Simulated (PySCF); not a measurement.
Ligands exchanged one at a time, Sn CH3-OCH3. All species are isolated molecules in the gas phase. One relaxed conformer stands for each flexible species; it need not be the lowest. Strings in code marks are SMILES.

Calculation: PBE-D3(BJ)/def2-TZVP // r2SCAN-D4/def2-SVP (PySCF). All candidates: neutral, multiplicity 1. Excitations are Tamm–Dancoff values on a coarser integration grid. The basis has no diffuse functions, so Rydberg states are missing or too high.

- S1 excitation (TDA): 3.71 eV
- T1 excitation (TDA): 3.46 eV
- LUMO: -2.73 eV

**Question.** Which member has these values?
A. `C[O][Sn]([O]C)([O]C)[O]C`
B. `C[O][Sn]([CH3])([CH3])[O]C` (C–O–Sn–O torsion 59°, O–Sn–O–C torsion 58°)
C. `C[O][Sn]([CH3])([O]C)[O]C`

**Answer.** A, `C[O][Sn]([O]C)([O]C)[O]C`. The others give `C[O][Sn]([CH3])([O]C)[O]C`: 4.26 eV, 3.98 eV, -1.85 eV; `C[O][Sn]([CH3])([CH3])[O]C` (C–O–Sn–O torsion 59°, O–Sn–O–C torsion 58°): 4.78 eV, 4.53 eV, -1.08 eV
